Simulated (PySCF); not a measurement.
PBE0 on C⁻ (carbon, charge -1), [He] 2s2 2p3, high-spin 4S determinant. Computed with PySCF 2.14 in aug-cc-pVDZ-DK, with the spin-free X2C one-electron Hamiltonian (Gaussian nucleus).

```
cycle= 1 E= -37.8678070579908  delta_E= -0.00261  |g|= 0.0113  |ddm|= 0.193
cycle= 2 E= -37.8678170649319  delta_E= -1e-05  |g|= 0.0106  |ddm|= 0.0564
cycle= 3 E= -37.8679227209319  delta_E= -0.000106  |g|= 0.00206  |ddm|= 0.0311
cycle= 4 E= -37.8679267845089  delta_E= -4.06e-06  |g|= 0.000125  |ddm|= 0.00619
cycle= 5 E= -37.8679268059477  delta_E= -2.14e-08  |g|= 3.53e-06  |ddm|= 0.000629
cycle= 6 E= -37.8679268059669  delta_E= -1.92e-11  |g|= 1.33e-07  |ddm|= 2.83e-05
converged SCF energy = -37.8679268059669  <S^2> = 3.7526862  2S+1 = 4.0013429
```

Highest occupied orbital energy: 0.952 eV; ⟨L²⟩ = 0.00; populations by l: s 4.00, p 3.00, d 0.00.

**Question.** Can this result be used?

**Answer.** With care. The run converged. At PBE0 the highest occupied level has a positive energy, so only the finite basis holds that electron; in a semilocal or global hybrid functional this comes from self-interaction and does not mean that the real anion is unbound.
